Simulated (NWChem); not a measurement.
The numbers come from NWChem runs, not from measurements. System: C$_{3}$H$_{3}$N$_{2}$, charge 0, spin multiplicity 2, at a geometry optimised with UPBE0/def2-SVP. The structure started from a generated list of species. Its SCF solution wasn't tested for a lower state. Level: UB2PLYP/def2-TZVP, 5 core orbitals frozen.

Part of the output:

```
             Northwest Computational Chemistry Package (NWChem) 7.3.0
             --------------------------------------------------------

                                NWChem Input Module
                                -------------------

 Scaling coordinates for geometry "geometry" by  1.889725989
 (inverse scale =  0.529177249)

 Turning off AUTOSYM since
 SYMMETRY directive was detected!

                             Geometry "geometry" -> ""
                             -------------------------

 Output coordinates in angstroms (scale by  1.889725989 to convert to a.u.)

  No.       Tag          Charge          X              Y              Z
 ---- ---------------- ---------- -------------- -------------- --------------
    1 C                    6.0000    -0.61716200     1.03647000     0.00000000
    2 C                    6.0000    -1.16295600    -0.22112200     0.00000000
    3 N                    7.0000    -0.05373200    -1.04221700     0.00000000
    4 C                    6.0000     1.04635400    -0.24751800     0.00000000
    5 N                    7.0000     0.70803800     1.02681300     0.00000000
    6 H                    1.0000    -2.18068500    -0.59936900     0.00000000
    7 H                    1.0000    -0.05817700    -2.05490200     0.00000000
    8 H                    1.0000     2.06129900    -0.64488400     0.00000000

 Effective nuclear repulsion energy (a.u.)     155.4760662660

            Nuclear Dipole moment (a.u.)
            ----------------------------
        X                 Y               Z
 ---------------- ---------------- ----------------
    -0.0000094486    -0.0000056692     0.0000000000

      Symmetry information
      --------------------

 Group name             Cs
 Group number              2
 Group order               2
 No. of unique centers     8

      Symmetry unique atoms

     1    2    3    4    5    6    7    8


 Summary of "ao basis" -> "" (spherical)
 ------------------------------------------------------------------------------
       Tag                 Description            Shells   Functions and Types
 ---------------- ------------------------------  ------  ---------------------
 *                         def2-tzvp                  on all atoms

  dft_input: which_mp2 not specified, using semidirect MP2 by default.

                                 NWChem DFT Module
                                 -----------------

 Summary of "ao basis" -> "ao basis" (spherical)
[...]
  mp2_eaf for kh                   120
 Done maket at       45.3s
 Semi-direct pass number   4 of   4  for UHF alpha       at       45.3s
  vrange nnbf                 14960
  mp2_eaftype                   120  avail_ma_in_mb                   386
 EAF : mp2_eaftype filesize         120   15793430.
  mp2_eaf for mointskh                    120
Node 0 wrote     18.6 Mb in      0.0 s     Agg I/O rate:  6541.6 Mb/s
 Done moints_semi at       53.4s
  mp2_eaftype                   120  avail_ma_in_mb                   385
 EAF : mp2_eaftype filesize         120   15793430.
  mp2_eaf for kh                   120
 Done maket at       53.5s
 Done multipass loop at       53.5s

 GA uses MA = F    GA memory limited = T

 Available:
  local mem=  4.43D+07
 global mem=  1.44D+08
 local disk=  0.00D+00
  mp2_memr nvloc                   156
  nvloc new                   156
   1 passes of  12:        5242880                     154617                  95268588.
   1 passes of  12: M     44320804           G      144119342           F      39077924.
  mp2_memr nvloc                   156
  nvloc new                   156
   2 passes of   6:        5242880                     107836                  47659884.
   2 passes of   6: M     44320804           G      144119342           F      39077924.
  mp2_memr nvloc                   156
  nvloc new                   156
   3 passes of   4:        5242880                      92242                  31790316.
   3 passes of   4: M     44320804           G      144119342           F      39077924.

 Semi-direct pass number   1 of   3  for UHF beta        at       53.6s
  vrange nnbf                 14960
  mp2_eaftype                   121  avail_ma_in_mb                   386
 EAF : mp2_eaftype filesize         121   15895158.
  mp2_eaf for mointskh                    121
Node 0 wrote     74.7 Mb in      0.0 s     Agg I/O rate:  5456.0 Mb/s
 Done moints_semi at       61.7s
  mp2_eaftype                   121  avail_ma_in_mb                   385
 EAF : mp2_eaftype filesize         121   15895158.
  mp2_eaf for kh                   121
 Done maket at       61.9s
 Semi-direct pass number   2 of   3  for UHF beta        at       61.9s
  vrange nnbf                 14960
  mp2_eaftype                   121  avail_ma_in_mb                   386
 EAF : mp2_eaftype filesize         121   15895158.
  mp2_eaf for mointskh                    121
Node 0 wrote     74.7 Mb in      0.0 s     Agg I/O rate:  6564.0 Mb/s
 Done moints_semi at       69.8s
  mp2_eaftype                   121  avail_ma_in_mb                   385
 EAF : mp2_eaftype filesize         121   15895158.
  mp2_eaf for kh                   121
 Done maket at       70.0s
 Semi-direct pass number   3 of   3  for UHF beta        at       70.0s
  vrange nnbf                 14960
  mp2_eaftype                   121  avail_ma_in_mb                   386
 EAF : mp2_eaftype filesize         121   15895158.
  mp2_eaf for mointskh                    121
Node 0 wrote     74.7 Mb in      0.0 s     Agg I/O rate:  5068.5 Mb/s
 Done moints_semi at       78.2s
  mp2_eaftype                   121  avail_ma_in_mb                   385
 EAF : mp2_eaftype filesize         121   15895158.
  mp2_eaf for kh                   121
 Done maket at       78.3s
 Done multipass loop at       78.3s

          -------------------------------------------
          DFT energy                    -225.147375992402
          Unscaled MP2 energy             -1.022871417042
          Total DFT+MP2 energy          -225.423551275003
          -------------------------------------------

 -----------------------
 Performance information
 -----------------------

 Timer overhead =  1.43D-07 seconds/call

               Nr. of calls         CPU time (s)                 Wall time (s)                GFlops
             ---------------    -------------------     ------------------------------   -------------------
Name         Min   Avg   Max    Min     Avg     Max     Min     Avg     Max   Mx/calls   Min     Max     Sum
mp2: moin     7     7     7    58.     58.     58.      58.     58.     58.     8.3      0.0     0.0     0.0
mp2: make     7     7     7   0.96    0.96    0.96     0.96    0.96    0.96    0.14      0.0     0.0     0.0
mp2: tota     1     1     1    59.     59.     59.      59.     59.     59.     59.      0.0     0.0     0.0

 The average no. of pstat calls per process was 1.50D+01
 with a timing overhead of 2.15D-06s

 Task  times  cpu:       78.3s     wall:       78.3s

 Total times  cpu:       78.3s     wall:       78.3s
```

Question: Write an NWChem input that would produce this output.

Answer: One answer among several that fit: 
```
start mol
memory heap 200 mb stack 900 mb global 1100 mb
geometry units angstroms nocenter noautoz
  C     -0.617162     1.036470     0.000000
  C     -1.162956    -0.221122     0.000000
  N     -0.053732    -1.042217     0.000000
  C      1.046354    -0.247518     0.000000
  N      0.708038     1.026813     0.000000
  H     -2.180685    -0.599369     0.000000
  H     -0.058177    -2.054902     0.000000
  H      2.061299    -0.644884     0.000000
  symmetry group Cs
end
basis spherical
  * library def2-tzvp
end
dft
  xc hfexch 0.53 becke88 0.47 lyp 0.73 mp2 0.27
  dftmp2
  odft
  mult 2
  semidirect memsize 60000000 filesize 0
  iterations 100
end
mp2
  freeze core 5
end
task dft energy
```
